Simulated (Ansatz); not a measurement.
Basis-set series for H$_{8}$N$_{2}$Si$_{2}$Sn, SMILES `[NH2][Sn][N]([SiH3])[SiH3]`. Charge 0, multiplicity 1. Sn takes the def2 core potential. All single points use the PBE0-D4/def2-TZVP geometry. It is one conformer, not always the lowest.

```xyz
13

N    -0.438    2.538    0.783
Sn    0.908    1.204    1.468
N     0.338   -0.335    0.187
Si    1.113   -1.864    0.389
Si   -0.816   -0.144   -1.082
H    -1.183    2.384    0.119
H    -0.476    3.475    1.152
H     1.843   -2.298   -0.835
H     0.151   -2.946    0.741
H     2.098   -1.734    1.502
H    -0.343    0.796   -2.135
H    -2.112    0.389   -0.572
H    -1.081   -1.466   -1.717
```

```csv
functional,basis,functions,energy (Eh),HOMO (eV),LUMO (eV)
PBE0-D4,def2-SVP,130,-907.02508,-7.05,-1.65
PBE0-D4,def2-QZVPP,576,-907.41035,-7.21,-1.85
ωB97M-V,def2-SVP,130,-907.23764,-9.22,0.13
ωB97M-V,def2-QZVPP,576,-907.62844,-9.41,-0.23
```

Q: Give the rows for def2-TZVPP. (Best estimate.)

A: Ansatz gave: 
```
functional       basis  functions  energy (Eh)  HOMO (eV)  LUMO (eV)
   PBE0-D4  def2-TZVPP        308   -907.38092      -7.19      -1.81
   ωB97M-V  def2-TZVPP        308   -907.60109      -9.38      -0.15
```
